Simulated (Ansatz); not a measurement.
A nudged elastic band was laid between two geometries of a periodic cell of 17 atoms, CuSi$_{16}$ (host Si, host structure diamond, interstitial Cu), cell charge +1.

All numbers below come from DFT PBE, scalar-relativistic, plane waves, PAW (Ansatz). Settings: PAW set soft_1, cutoff 420 eV, k mesh 2x2x2, gaussian smearing 0.05 eV, no spin polarisation.

```yaml
movable_images: 7
climbing_image: yes
spring: 2.0 eV/Å²
optimiser: fire
start_path: straight line
force_threshold: 0.05 eV/Å
iteration_limit: 35
end_points: relaxed
```

Initial state:

```xyz
17
Lattice="0.0000 5.4300 5.4300 5.4300 0.0000 5.4300 5.4300 5.4300 0.0000" Properties=species:S:1:pos:R:3
Si -0.036 -0.057 0.036
Si 1.406 1.282 1.410
Si 2.764 2.754 0.001
Si 3.995 4.114 1.443
Si 2.897 -0.098 2.530
Si 4.020 1.278 4.025
Si 5.432 2.750 2.670
Si 6.902 4.155 3.964
Si 0.052 2.651 2.747
Si 1.334 4.063 4.100
Si 2.658 5.476 2.774
Si 4.072 6.780 4.102
Si 2.687 2.651 5.380
Si 4.210 3.913 6.655
Si 5.502 5.425 5.360
Si 6.763 6.780 6.790
Cu 5.770 2.430 5.090
```

Final state:

```xyz
17
Lattice="0.0000 5.4300 5.4300 5.4300 0.0000 5.4300 5.4300 5.4300 0.0000" Properties=species:S:1:pos:R:3
Si 0.026 0.007 -0.004
Si 1.361 1.315 1.392
Si 2.773 2.668 -0.079
Si 4.103 4.025 1.296
Si 2.794 0.088 2.760
Si 4.131 1.421 4.120
Si 5.457 2.744 2.707
Si 6.827 4.110 4.017
Si -0.106 2.614 2.798
Si 1.290 4.008 4.074
Si 2.581 5.298 2.560
Si 3.898 6.608 3.970
Si 2.719 2.746 5.428
Si 4.028 4.079 6.828
Si 5.382 5.485 5.356
Si 6.738 6.819 6.726
Cu 6.456 3.737 6.501
```

Task: What changes between the two ends?

Result: Contacts lost: Si1–Cu17, Si6–Cu17, Si7–Cu17. Contacts made: Si11–Cu17. The atom that moves furthest is Cu17, by 2.04 Å.

Task: What energy profile does the band end with?

Result: The run converged. The highest image is number 5 of 0 to 8, 0.045 eV above the ends, which have the same energy within 2 meV. Beside the main top the profile has a ripple of under 15 meV (maxima at images 2, 5), which may be a very shallow well or noise. By the program's own check the climbing image is of a kind that is not told: the force calls were inconclusive, a negative curvature could not be distinguished from the path's own, the only one lies far off the path, or fixed occupations may fill a level only in part (lowest curvatures found: -0.43 and 0.79 eV/Å²). Limits of this set-up: coarse k mesh, charged cell in a uniform background, uncorrected.

| image | path coordinate (Å) | energy (eV) | Si1–Cu17 (Å) | Si6–Cu17 (Å) | Si7–Cu17 (Å) |
| --- | --- | --- | --- | --- | --- |
| 0 | 0.00 | 0.000 | 2.54 | 2.35 | 2.46 |
| 1 | 0.31 | 0.009 | 2.69 | 2.39 | 2.55 |
| 2 | 0.62 | 0.014 | 2.87 | 2.46 | 2.71 |
| 3 | 0.94 | 0.004 | 3.02 | 2.59 | 2.94 |
| 4 | 1.28 | 0.011 | 3.21 | 2.86 | 3.18 |
| 5 | 1.63 | 0.045 | 3.44 | 3.21 | 3.43 |
| 6 | 1.86 | 0.042 | 3.61 | 3.46 | 3.62 |
| 7 | 2.13 | 0.016 | 3.81 | 3.74 | 3.82 |
| 8 | 2.41 | 0.000 | 4.01 | 4.05 | 4.05 |

Task: What is the geometry of the highest image?

Result: 
```xyz
17
Lattice="0.0000 5.4300 5.4300 5.4300 0.0000 5.4300 5.4300 5.4300 0.0000" Properties=species:S:1:pos:R:3:forces:R:3
Si 0.047 -0.030 0.009 0.02 0.00 0.01
Si 1.408 1.241 1.410 0.01 0.01 0.00
Si 2.788 2.654 -0.061 -0.01 0.01 0.01
Si 4.099 4.014 1.299 0.01 -0.01 -0.01
Si 2.893 0.099 2.803 0.01 0.00 0.01
Si 4.191 1.468 4.174 0.00 0.01 0.02
Si 5.486 2.735 2.685 0.01 0.00 0.00
Si 6.848 4.134 3.960 0.00 -0.01 0.01
Si -0.041 2.605 2.768 0.00 -0.01 0.01
Si 1.302 4.006 4.054 0.01 0.00 0.00
Si 2.603 5.284 2.574 0.00 0.00 -0.01
Si 3.917 6.646 3.937 0.00 -0.01 -0.01
Si 2.689 2.735 5.448 0.01 0.00 0.00
Si 4.019 4.087 6.801 -0.02 0.02 0.03
Si 5.396 5.486 5.325 -0.01 0.01 -0.01
Si 6.738 6.771 6.727 0.00 0.00 0.00
Cu 6.063 3.305 6.020 -0.05 -0.03 -0.03
```

The run took 26 min on 1 thread of Arm Neoverse V2, with other jobs on the host, peak memory 1 GiB.
